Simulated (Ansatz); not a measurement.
```yaml
crystal:
  periodic: [false, false, false]
  atoms:
    - {symbol: Hf, position_ang: [1.309882, -0.499258, 0.281753]}
    - {symbol: Hf, position_ang: [-1.306103, 0.497865, -0.282127]}
    - {symbol: Se, position_ang: [-2.203016, 0.767735, 1.993417]}
    - {symbol: Se, position_ang: [0.767492, 2.042929, 0.061801]}
    - {symbol: Se, position_ang: [-0.764830, -2.044056, -0.056913]}
    - {symbol: Se, position_ang: [2.196585, -0.765216, -1.997921]}
basis:
  gaussian: {orbitals: def2-TZVP, initial_orbitals: start.molden}
magnetization: {spin_polarized: true, initial_magnetization: 4}
hamiltonian: {xc: hse06, dispersion: d4}
scf: {omitted_lower_state_checks: [starts]}
output: {orbitals: {seedname: orbitals}}
```

The file start.molden holds the orbitals of an earlier run on this structure, at another level or in another basis.

```sh
$ ansatz run in.yaml --threads 4 --pin off --events-out ev --progress --plain --max-ram 4787MiB
```

Task: Does this run fit into the memory that it is given?

Result: No. It has 272 basis functions, and Ansatz plans for 5.01 GiB where 4.67 GiB are given.
